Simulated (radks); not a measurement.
Bi20+, 63 electrons, occupied as [Kr] 4d10 4f14 5s2 5p1 (the NIST ground configuration).

All-electron calculation, scalar-relativistic Kohn-Sham, BLYP, spin-unpolarised, spherical densities, point nucleus. Program: a radial shooting solver on a logarithmic mesh with Libxc functionals.

Energy parts (eV):
part                       energy
total                  -581831.74
kinetic                 660761.97
electron-nucleus      -1424870.21
Hartree                 192569.67
exchange-correlation    -10293.17

Orbitals (lengths in bohr, moments of r in powers of bohr; <r^-3> diverges for s and p1/2; r(max) is where P^2 peaks):
\begin{tabular}{lrrrrrr}
orbital & occ. & eigenvalue (eV) & <r^-3> & <r^2> & r(max) & <1/r> \\ \hline
1s & 2 & -91178.69 & - & 0.0003458 & 0.009652 & 103.4 \\
2s & 2 & -16770.84 & - & 0.005238 & 0.05616 & 24.29 \\
2p & 6 & -14412.33 & 31070 & 0.004482 & 0.04690 & 21.23 \\
3s & 2 & -4397.505 & - & 0.03362 & 0.1583 & 9.004 \\
3p & 6 & -3723.664 & 7254 & 0.03494 & 0.1587 & 8.118 \\
3d & 10 & -3049.077 & 874.4 & 0.02893 & 0.1293 & 7.613 \\
4s & 2 & -1356.472 & - & 0.1589 & 0.3549 & 3.899 \\
4p & 6 & -1134.524 & 1819 & 0.1814 & 0.3747 & 3.504 \\
4d & 10 & -881.3907 & 196.3 & 0.2000 & 0.3794 & 3.168 \\
4f & 14 & -602.0683 & 41.68 & 0.2111 & 0.3376 & 2.821 \\
5s & 2 & -573.1907 & - & 0.6461 & 0.7374 & 1.820 \\
5p & 1 & -498.9388 & 488.6 & 0.7639 & 0.8009 & 1.644 \\
\end{tabular}

The highest occupied level is 5p at -498.94 eV. Summed over all electrons, <r^2> = 9.022 bohr^2, which gives a Langevin (diamagnetic) susceptibility term of -7.15 x 10^-6 cm^3/mol. For comparison, the ionisation energy in NIST's Atomic Spectra Database is 550 eV (theoretical). In exact Kohn-Sham theory the highest level is minus the ionisation energy, but local and semilocal functionals leave it too shallow, through self-interaction and a potential that decays too fast; potentials with the right tail come closer. The density falls to 0.001 e/bohr^3 at r = 1.68 bohr.

Beside tabulated values, note that spin-unpolarised runs miss the spin-polarisation part of the exchange energy of open shells, and scalar-relativistic runs lack spin-orbit coupling.
